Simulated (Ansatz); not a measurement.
Reactions of F2H3N2Ta (`[NH]=[Ta]([NH2])([F])[F]`).

Computed with Ansatz on PBE0-D4/def2-TZVP structures; ΔE is electronic, products minus reactants. CBS: MP2 limit from def2 TZ/QZ plus the TZ coupled-cluster correction, frozen cores. This one scheme is used for every species. Functionals use def2-TZVPP. def2 core potentials past Kr. For Ta outer-core shells are correlated without core-valence functions, which leaves a few kJ/mol of doubt a bond. Each species was taken in one conformer, which may not be the lowest.

| reaction | PBE-D4 (kJ/mol) | ωB97X-V (kJ/mol) | PBE0-D4 (kJ/mol) | ωB97M-V (kJ/mol) | CCSD(T)/CBS(def2) (kJ/mol) |
| --- | --- | --- | --- | --- | --- |
| `[NH]=[Ta]([NH2])([F])[F]` + H₂O → `[NH]=[Ta]([OH])([F])[F]` + NH₃ | -46 | -49 | -45 | -48 | -41 |
| `[NH]=[Ta]([NH2])([F])[F]` + NH₃ → `[NH]=[Ta]([NH2])([NH2])[F]` + H–F | 91 | 96 | 87 | 92 | 80 |
| `[NH]=[Ta]([NH2])([F])[F]` + H₂O → `[NH]=[Ta]([NH2])([OH])[F]` + H–F | 38 | 38 | 35 | 37 | 31 |
| `[NH]=[Ta]([NH2])([F])[F]` + H–F → `[NH]=[Ta]([F])([F])[F]` + NH₃ | -74 | -79 | -70 | -75 | -63 |

Largest T1 diagnostic: 0.019, for `[NH]=[Ta]([F])([F])[F]`.
